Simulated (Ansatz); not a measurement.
The same path of Cl2GaH + H2 (6 atoms, charge 0, multiplicity 1) was run twice with different band settings. Lost on the way: H5–H6. Made: Ga1–H5, Cl2–H6.

All numbers below come from Ansatz, RKS BLYP-D4/def2-SVP.

Relaxed end points:

```xyz
6
Properties=species:S:1:pos:R:3
Ga -0.009 0.286 0.137
Cl -0.092 0.869 2.229
H 1.334 -0.044 -0.583
Cl -1.910 0.309 -0.912
H -0.227 -2.487 0.634
H -0.119 -2.188 1.333
```

```xyz
6
Properties=species:S:1:pos:R:3
Ga 0.290 -0.885 -0.237
Cl -0.053 -0.120 2.443
H 1.359 0.182 -0.660
Cl -1.827 -0.123 -0.410
H 0.366 -2.440 -0.044
H -1.157 0.132 1.746
```

Common settings: spring 5.0 eV/Å²; optimiser quadratic models (default); start path through a guess of the saddle point; force threshold 0.05 eV/Å; iteration limit 60; end points relaxed.

| run | movable images | climbing image |
| --- | --- | --- |
| 1 | 5 | yes |
| 2 | 3 | no |

Question: What does each run give, and how far can it be trusted?

Answer: Run 1: converged after 12 iterations, highest image 1.215 eV above the first end. A vibrational analysis at the climbing image gives one clearly imaginary mode, 828i cm⁻¹: a first-order saddle point.
Run 2: converged after 15 iterations, highest image 0.874 eV above the first end. No image climbed, so the highest image needn't sit at the top of the path. So few images can step over the top or miss a turn of the path.
The orbitals stay closed-shell, which can raise the energy where a bond breaks towards radicals; this wasn't checked here.
